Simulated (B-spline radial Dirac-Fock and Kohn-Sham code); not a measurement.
Satellites and hypersatellites of the K lines of Cr²⁺

System: chromium as Cr²⁺ in the configuration [Ar] 3d4, inside a Watson sphere of charge -2 and radius 1.6 Å (a model of the Madelung potential; inside it an electron's potential energy is raised by 18.0 eV).

Model: Dirac-Fock (average of configuration) total-energy differences with a finite nucleus, the Breit interaction including its frequency dependence, and self-energy and vacuum-polarisation corrections. Program: a radial atomic solver. Each two-hole energy is an average over J within one jj subconfiguration, not an observable level; in light atoms, where LS coupling holds, the j-resolved values are not observed lines, and for a K spectator the Kα1 hypersatellite is nearly forbidden. No correlation.

Lines without a spectator: Kα2 (K-L2) 5404.9 eV, Kα1 (K-L3) 5413.3 eV, Kβ3 (K-M2) 5944.3 eV, Kβ1 (K-M3) 5945.4 eV. Shifts in eV with one spectator hole (a dash: not computed, or left out as unreliable):

```
spectator hole     Kα2     Kα1    Kβ3    Kβ1
    L2 (2p1/2)  +22.19  +27.22      –  +63.5
    L3 (2p3/2)  +25.64  +24.47  +61.8      –
    M2 (3p1/2)       –   +1.84  +4.81  +6.21
    M3 (3p3/2)   +1.70       –  +5.95  +5.56
```

Task: Where does the K-L3 hypersatellite lie, emitted when both K electrons are missing?

Result: +251.3 eV from the normal line, at 5664.6 eV. Removing both K electrons costs 12342.7 eV, which is 336.7 eV more than twice the K binding energy. In light atoms the observed hypersatellite is the ¹S₀ → ¹P₁ component, which lies below this average, and the triplet component is nearly forbidden.

With n spectator holes in 2p, averaged over the 2p shell (energies in eV):

```tsv
n	KαLⁿ	step	hypersatellite KαʰLⁿ
0	5410.5	–	5661.3
1	5435.9	+25.4	5687.8
2	5462.4	+26.5	5715.6
3	5490.0	+27.6	5744.4
4	5518.8	+28.8	5774.5
5	5548.9	+30.0	5805.8
```
